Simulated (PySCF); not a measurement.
Computed shifts of a molecule C3H6BNO, PBE/pcSseg-1 (PySCF), GIAO, gas phase, equivalent atoms averaged, in ppm (number of nuclei): ¹³C: 95.6 (1), 88.9 (1), 34.7 (1). ¹⁵N: 100.8 (1). ¹H: 3.65 (1), 3.25 (3), 3.07 (1), 2.57 (1). References: ¹³C against TMS (σ = 182.0 ppm); ¹¹B against BF3 (σ = 83.9 ppm); ¹⁷O against H2O (σ = 334.3 ppm); ¹⁵N against NH3 (σ = 267.0 ppm); ¹H against TMS (σ = 31.49 ppm), references at their B3LYP-D3(BJ)/def2-TZVP geometries, non-relativistic. Geometry optimised at PBE0-D3(BJ)/def2-SVP. Other conformers were not sampled.

### Question
Which structure fits?
(A) C[C@H]1N=CB1O
(B) C=C=CB(N)O
(C) C#CB(O)NC
(D) C=C1COB1N

### Answer
C, C#CB(O)NC
